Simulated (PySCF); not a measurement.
**Magnetic susceptibility: `InChI=1S/C6H3F2/c1-2-3-4-5(7)6(4)8/h1H3/q+1`, charge +1**

Cartesian coordinates in Å; atom numbers follow the order of the lines, from 1:
```xyz
11

C    -2.5674   -0.1027    0.7562
C    -1.1993   -0.0444    0.4416
C    -0.0080    0.0082    0.1673
C     1.3010    0.0620   -0.1363
C     2.5067    0.7859   -0.3279
F     3.1121    1.9060   -0.3238
C     2.5192   -0.5591   -0.5160
F     3.1422   -1.6278   -0.8179
H    -2.7155   -0.7602    1.6183
H    -2.9693    0.8872    0.9741
H    -3.1163   -0.5524   -0.0767
```

Total charge +1.

Method: GIAO HF/pcSseg-1 magnetisability, rotational g tensor and spin-rotation constants, non-relativistic, gas phase in PySCF 2.14.0. Geometry: GFN2-xTB.

For an ion the centre-of-mass motion in the field is neglected.

Task: What are the magnetisability and the molar susceptibility?

Result: Isotropic -965 × 10⁻³⁰ J/T², or -58.1 × 10⁻⁶ cm³/mol; principal values -1052, -998, -846 × 10⁻³⁰ J/T², anisotropy 185 × 10⁻³⁰ J/T² (root of half the summed squared differences of the principal values). The susceptibility is in cgs units.

Task: Split it along the inertial axes a, b, c into diamagnetic and paramagnetic parts about the centre of mass, with the quadrupole moment.

Result: 
| axis | χ (10⁻⁶ cm³/mol) | diamagnetic (10⁻⁶ cm³/mol) | paramagnetic (10⁻⁶ cm³/mol) | summed x² of all electrons (Å²) | quadrupole Θ (D Å) |
| --- | --- | --- | --- | --- | --- |
| a | -60.1 | -352.1 | 292.0 | 284.8 | +32.04 |
| b | -51.0 | -1250.7 | 1199.7 | 73.0 | -16.17 |
| c | -63.4 | -1517.8 | 1454.4 | 10.0 | -15.87 |

Anisotropies 2χaa − χbb − χcc = -5.9 and 2χbb − χaa − χcc = +21.5 × 10⁻⁶ cm³/mol. Θ is traceless in Buckingham's convention.

Task: And the rotational g tensor?

Result: 
| axis | rotational constant (GHz) | g | nuclear part | electronic part |
| --- | --- | --- | --- | --- |
| a | 3.7379 | -0.0211 | 0.4916 | -0.5127 |
| b | 0.9717 | +0.0033 | 0.5510 | -0.5477 |
| c | 0.7749 | +0.0071 | 0.5365 | -0.5294 |

Asymmetric top; isotopes 12C, 19F, 1H; no vibrational averaging.
